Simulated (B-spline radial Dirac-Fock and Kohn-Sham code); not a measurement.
Atomic SCF run for Ag⁶⁺

ΔSCF core binding energies without Breit or QED terms, calculated with a radial B-spline solver. Keys: rel is the Hamiltonian (dirac, or spin-free x2c and nr, where L3 and M5 stand for the whole 2p and 3d shells), method is hf or an exchange,correlation pair (spin-unpolarised, also for the hole states), nuc the nuclear model, radius_factor scales its radius, rmax is the box in bohr, h the logarithmic mesh step, order the B-spline order, points the quadrature points per cell, c_factor scales the speed of light, and damp, ndamp, maxit and tol steer the iteration. The run stops when the commutator error falls below 10·tol·max(1, Z/10), or the numerical noise floor, and the energy has settled to about 1e-8 Ha; the virial ratio is −V/T.

Input (task.json):

```json
{"items": [{"Z": 47, "q": 6, "cfg": [[1, 0, 2], [2, 0, 2], [2, 1, 6], [3, 0, 2], [3, 1, 6], [3, 2, 10], [4, 0, 2], [4, 1, 6], [4, 2, 5]], "A": 107, "rrms": 4.5454, "do": "settings", "holes": ["K", "L3", "M5"],
  "settings": [{"rel": "dirac", "method": "hf", "nuc": "fermi", "radius_factor": 1.0, "rmax": 45.0, "h": 0.3, "order": 8, "points": 10, "c_factor": 1.0, "maxit": 89, "damp": 0.5, "ndamp": 3, "tol": 1e-14}]}]}
```

Command: `python xray2_run.py task.json out`

Ground-state iterations:

```
iter   energy (Ha)        error
   1    -5292.75445776  1.68e+00
   2    -5303.20340637  3.84e-01
   3    -5304.82579435  1.07e-01
   4    -5304.98070864  3.70e-02
   5    -5304.99605455  1.46e-02
   6    -5304.99836771  1.84e-03
   7    -5304.99839271  1.25e-04
   8    -5304.99839281  1.31e-05
   9    -5304.99839281  7.14e-07
  10    -5304.99839281  4.19e-08
```

The ground state converged in 10 iterations, with total energy -5304.99839 Ha, virial ratio 1.95531 and highest orbital energy -104.36 eV. ΔSCF binding energies: K (1s) 25707.6 eV, L3 (2p3/2) 3474.1 eV, M5 (3d5/2) 481.3 eV.

One setting is outside the advised range (tolerance below the noise), but here it does no visible harm: the result matches the run with default settings.
